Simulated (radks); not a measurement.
Pr3.5+, 55.5 electrons, occupied as [Xe] 4f(5/2: 1.5, 7/2: 0) (fractional occupations, a model configuration). Calculated with a radial shooting solver on a logarithmic mesh with Libxc functionals: Dirac Kohn-Sham, PBEsol, spin-unpolarised, spherical densities, point nucleus.

Unscreened Slater integrals over Kohn-Sham orbitals (eV). Large and small components are both included. Empty in this configuration: 4f7/2.

| integral | value |
|---|---|
| F0(4f5/2,4f5/2) | 26.061 |
| F2(4f5/2,4f5/2) | 12.340 |
| F4(4f5/2,4f5/2) | 7.7302 |
| F0(4f5/2,5p3/2) | 17.405 |
| F2(4f5/2,5p3/2) | 6.3538 |
| G2(4f5/2,5p3/2) | 3.3994 |
| G4(4f5/2,5p3/2) | 2.6390 |
| F0(4f5/2,5p1/2) | 18.004 |
| G2(4f5/2,5p1/2) | 3.8015 |
| F0(4f5/2,5s1/2) | 19.355 |
| G3(4f5/2,5s1/2) | 3.9658 |
| F0(4f5/2,4f7/2) | 25.957 |
| F2(4f5/2,4f7/2) | 12.289 |
| F4(4f5/2,4f7/2) | 7.6978 |
| G2(4f5/2,4f7/2) | 12.270 |
| G4(4f5/2,4f7/2) | 7.6862 |
| G6(4f5/2,4f7/2) | 5.5258 |
| F0(5p3/2,5p3/2) | 14.704 |
| F2(5p3/2,5p3/2) | 7.9873 |
| F0(5p3/2,5p1/2) | 15.008 |
| G2(5p3/2,5p1/2) | 8.0940 |
| F0(5p3/2,5s1/2) | 15.652 |
| G1(5p3/2,5s1/2) | 10.454 |
| F0(5p3/2,4f7/2) | 17.376 |
| F2(5p3/2,4f7/2) | 6.3815 |
| G2(5p3/2,4f7/2) | 3.4455 |
| G4(5p3/2,4f7/2) | 2.6694 |
| F0(5p1/2,5p1/2) | 15.340 |
| F0(5p1/2,5s1/2) | 16.045 |
| G1(5p1/2,5s1/2) | 11.035 |
| F0(5p1/2,4f7/2) | 17.972 |
| G4(5p1/2,4f7/2) | 2.9492 |
| F0(5s1/2,5s1/2) | 16.886 |
| F0(5s1/2,4f7/2) | 19.316 |
| G3(5s1/2,4f7/2) | 4.0043 |
| F0(4f7/2,4f7/2) | 25.854 |
| F2(4f7/2,4f7/2) | 12.239 |
| F4(4f7/2,4f7/2) | 7.6663 |
| F6(4f7/2,4f7/2) | 5.5113 |
